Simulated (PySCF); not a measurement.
## Cs2Br2: one run

Cs2Br2 (singlet). PySCF 2.14.0, RKS B3LYP, Cs def2-SVP with ECP46, Br def2-SVP; non-relativistic Hamiltonian with scalar-relativistic core potentials where named; density fitting; no spin-orbit coupling. Purpose: singlet excitations, Tamm-Dancoff B3LYP.

```python
mol = gto.M(atom='''
Cs     0.00000     0.00000     2.35797
Cs    -0.00000    -0.00000    -2.35797
Br     2.37863    -0.00000    -0.00000
Br    -2.37863     0.00000     0.00000''',
    basis={'Cs': 'def2-SVP', 'Br': 'def2-SVP'},
    ecp={'Cs': 'def2-SVP'},
    charge=0, spin=0)
mf = dft.RKS(mol, xc='B3LYP')
mf.grids.atom_grid = (50, 194)
mf = mf.density_fit()  # fitting sets: Cs def2-universal-JKFIT, Br def2-universal-JKFIT
mf.conv_tol = 1e-08; mf.max_cycle = 55
mf.kernel(dm0)  # dm0: converged density of the relaxed state
td = mf.TDA(); td.nstates = 8; td.kernel()
```

Run from Python with OMP_NUM_THREADS=2; the lines above give its settings. Where DIIS fails, smearing, a level shift and second-order steps follow.
It took 25 s on 2 threads of Arm Neoverse V1 (shared host), from an already converged density.

(1) Where do the frontier levels lie, over both spins?

(2) What are the Mulliken charges and spins?

(3) Which singlet excitations follow (Tamm-Dancoff, 8 states)?

The geometry was relaxed with PBE0 (Cs def2-SVP with ECP46, Br def2-SVP).

## Answers

(1) HOMO -5.78 eV, LUMO -0.98 eV. 

(2) 
| atom | charge (e) | spin (e) |
| --- | --- | --- |
| Cs1 | 0.581 | 0.000 |
| Cs2 | 0.581 | 0.000 |
| Br3 | -0.581 | 0.000 |
| Br4 | -0.581 | 0.000 |

(3) 
```
state    eV  oscillator strength
    1  4.15               0.0000
    2  4.21               0.0510
    3  4.23               0.0737
    4  4.26               0.0000
    5  4.34               0.0000
    6  4.44               0.1079
    7  4.45               0.0000
    8  4.49               0.0000
```
Functionals without range separation put charge-transfer states too low; the basis has no diffuse functions.
